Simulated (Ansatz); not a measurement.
One arrangement of a pair

The pair of CH$_{2}$O (SMILES C=O, atoms 1–4) and H$_{2}$Te (SMILES [TeH2], atoms 5–7), both closed shells, in one local arrangement (a lower one may exist), relaxed at PBE0-D4/def2-TZVP:

C1  (0.015, -0.015, -1.566)
O2  (-0.218, 1.091, -1.172)
H3  (0.048, -0.883, -0.878)
H4  (0.208, -0.223, -2.636)
Te5  (-0.604, -0.393, 2.396)
H6  (-0.474, 0.723, 1.175)
H7  (1.025, -0.300, 2.680)
(Å)

Computed with Ansatz 0.2.0 (basis: def2-TZVPPD, with def2-QZVPPD for the basis limit); correlated methods freeze the cores. Filled d shells of the heavier atoms are correlated. Core potentials replace the inner electrons of the atoms past krypton. The def2 sets are not built for correlating such inner shells, so the correlated values are less sure here. B3LYP uses VWN-RPA correlation. Extrapolation: Hartree–Fock as exp(−7.88 √X), correlation as X^−2.97. Interaction energies count from these two fragments, frozen as in the pair, with the counterpoise correction; negative means bound.

Q: What is the interaction energy by CCSD(T) at an estimated basis limit (MP2 extrapolated from triple and quadruple zeta, plus CCSD(T) − MP2 in triple zeta)? (An estimate is asked for; the value comes from the calculation.)

A: By the calculation: -2.12 kcal/mol. Hartree–Fock alone gives 0.44 kcal/mol at the basis limit, so without correlation the pair would not bind at this distance. It counts from the two fragments frozen as in the pair.

The same quantity by other methods in triple zeta, and each one's difference from that estimate:
```json
{"method": "PBE-D4", "E_int (kcal/mol)": "-2.62", "difference": "-0.50"}
{"method": "revPBE-D4", "E_int (kcal/mol)": "-2.14", "difference": "-0.01"}
{"method": "BLYP-D4", "E_int (kcal/mol)": "-2.09", "difference": "0.03"}
{"method": "r2SCAN-D4", "E_int (kcal/mol)": "-2.11", "difference": "0.01"}
{"method": "B97M-V", "E_int (kcal/mol)": "-1.91", "difference": "0.22"}
{"method": "PBE0-D4", "E_int (kcal/mol)": "-2.41", "difference": "-0.29"}
{"method": "B3LYP-D4", "E_int (kcal/mol)": "-2.17", "difference": "-0.04"}
{"method": "HSE06-D4", "E_int (kcal/mol)": "-2.42", "difference": "-0.30"}
{"method": "wB97X-V", "E_int (kcal/mol)": "-2.02", "difference": "0.10"}
{"method": "wB97M-V", "E_int (kcal/mol)": "-2.02", "difference": "0.10"}
{"method": "B2PLYP", "E_int (kcal/mol)": "-1.19", "difference": "0.93"}
{"method": "HF", "E_int (kcal/mol)": "0.42", "difference": "2.54"}
{"method": "MP2", "E_int (kcal/mol)": "-1.99", "difference": "0.13"}
{"method": "CCSD", "E_int (kcal/mol)": "-1.31", "difference": "0.81"}
{"method": "CCSD(T)", "E_int (kcal/mol)": "-1.68", "difference": "0.44"}
```
Differences are method less estimate.

Q: Which atoms make the shortest contact between the fragments?

A: O2 and H6, 2.39 Å apart.

Basis-set superposition shift (counterpoise-corrected less uncorrected): CCSD(T) 0.77; MP2 0.77; HF 0.03; PBE0-D4 0.04; wB97M-V 0.06 kcal/mol.

No T1 diagnostic of these runs exceeds 0.017.

For scale, one of the runs: CCSD(T)/def2-TZVPPD, 204 basis functions, launched by `ansatz run in.yaml --threads 4 --pin off --events-out ev --progress --plain --max-ram 9574MiB`. Hardware: 4 CPU threads of an Arm Neoverse V1, shared host. Wall time 75 s; peak host memory 3 GiB.
